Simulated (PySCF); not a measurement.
Correlation energy of Ru³⁴⁺ (ruthenium, charge +34)

Starting occupation: [Ne]. Computed with PySCF 2.14 in an uncontracted even-tempered set (18 s from 3.3 bohr⁻², ratio 2.6; 13 p from 4.3 bohr⁻², ratio 2.6; 6 d from 4.4 bohr⁻², ratio 2.8; 3 f from 110 bohr⁻², ratio 2.8), with X2C-1e with screened-nucleus spin-orbit coupling, Gaussian nucleus. Frozen: 1s2; 8 electrons correlated; the 56 highest virtual spinors left out.

MP2 pair energies summed by pair of shells (mhartree):

| pair | energy | share (%) |
| --- | --- | --- |
| 2p1/2-2p3/2 | -99.91 | 33.4 |
| 2p3/2-2p3/2 | -94.86 | 31.8 |
| 2p3/2-2s1/2 | -45.73 | 15.3 |
| 2p1/2-2s1/2 | -23.34 | 7.8 |
| 2p1/2-2p1/2 | -22.96 | 7.7 |
| 2s1/2-2s1/2 | -11.95 | 4.0 |

Total MP2 correlation energy: -298.75 mhartree.

The virtual space was cut to 44 spinors, which keep -230.47 of the -298.75 mhartree of MP2 correlation.

```json
{"level": "CCSD", "correlation energy (mhartree)": "-231.72"}
{"level": "(T)", "correlation energy (mhartree)": "-0.03"}
{"level": "CCSD(T)", "correlation energy (mhartree)": "-231.75"}
```

Diagnostics: T1 = 6.0e-05, largest double amplitude 0.003.

Problem. Is a single reference adequate?

Solution. Yes: T1 lies below 0.03 and no double amplitude reaches 0.07.

The coupled-cluster values are those of the cut space; adding the MP2 remainder, -68.28 mhartree, estimates the full space.

At this charge the one-electron X2C treatment keeps the bare 1/r₁₂, with no two-electron picture change or Breit term. The effect here is smaller than on the frozen 1s shell.
